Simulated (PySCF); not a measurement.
**Correlation energy of Ga (gallium, neutral)**

[Ar] 3d10 4s2 4d1, 2D determinant (an excited configuration). Computed with PySCF 2.14 in aug-cc-pwCVDZ-PP with ECP10MDF (6s5p4d1f, 48 functions), with a scalar-relativistic core potential. Frozen: 3s2 3p6 3d10; 3 electrons correlated.

| level | correlation energy (mhartree) |
| --- | --- |
| CCSD | -50.70 |
| (T) | -2.68 |
| CCSD(T) | -53.38 |
| CCSDT | -55.00 |

Diagnostics: T1 = 0.028, D1 = 0.0664, largest double amplitude 0.266.

The outer electron is Rydberg-like, and this basis confines it to a smaller radius and binds it less than a complete one would. A double-excitation amplitude exceeds 0.15, a sign of near-degeneracy.

Cost of the coupled-cluster step: about 2.2 core-seconds, for 3 correlated electrons.

Iterations:

```
CC2 = 0
CCSD nocc = (np.int64(2), np.int64(1)), nmo = (39, 39)
frozen orbitals [[0, 1, 2, 3, 4, 5, 6, 7, 8], [0, 1, 2, 3, 4, 5, 6, 7, 8]]
max_cycle = 100
direct = 0
conv_tol = 1e-08
conv_tol_normt = 1e-06
diis_space = 8
diis_start_cycle = 0
Init t2, MP2 energy = -0.0296355171974562
Init E_corr(UCCSD) = -0.029635517229341
cycle = 1  E_corr(UCCSD) = -0.0386942188819417  dE = -0.00905870165  norm(t1,t2) = 0.0725048
cycle = 2  E_corr(UCCSD) = -0.0424935685029232  dE = -0.00379934962  norm(t1,t2) = 0.0467987
cycle = 3  E_corr(UCCSD) = -0.0478059319053711  dE = -0.0053123634  norm(t1,t2) = 0.0366883
cycle = 4  E_corr(UCCSD) = -0.0500905580557039  dE = -0.00228462615  norm(t1,t2) = 0.0222782
cycle = 5  E_corr(UCCSD) = -0.0509959329473854  dE = -0.000905374892  norm(t1,t2) = 0.00526333
cycle = 6  E_corr(UCCSD) = -0.0504405268870543  dE = 0.00055540606  norm(t1,t2) = 0.00209002
cycle = 7  E_corr(UCCSD) = -0.0508157316334164  dE = -0.000375204746  norm(t1,t2) = 0.00142304
cycle = 8  E_corr(UCCSD) = -0.0507026093747732  dE = 0.000113122259  norm(t1,t2) = 0.000606152
cycle = 9  E_corr(UCCSD) = -0.0507092542185887  dE = -6.64484382e-06  norm(t1,t2) = 4.92428e-05
cycle = 10  E_corr(UCCSD) = -0.0507045214766894  dE = 4.7327419e-06  norm(t1,t2) = 2.92646e-05
cycle = 11  E_corr(UCCSD) = -0.0507050305732714  dE = -5.09096582e-07  norm(t1,t2) = 3.33919e-06
cycle = 12  E_corr(UCCSD) = -0.050704914237936  dE = 1.16335335e-07  norm(t1,t2) = 9.10918e-07
cycle = 13  E_corr(UCCSD) = -0.0507049182621224  dE = -4.02418647e-09  norm(t1,t2) = 3.2615e-07
UCCSD converged
E(UCCSD) = -258.1590838860995  E_corr = -0.05070491826212242
UCCSD(T) correction = -0.00268099179668533
```
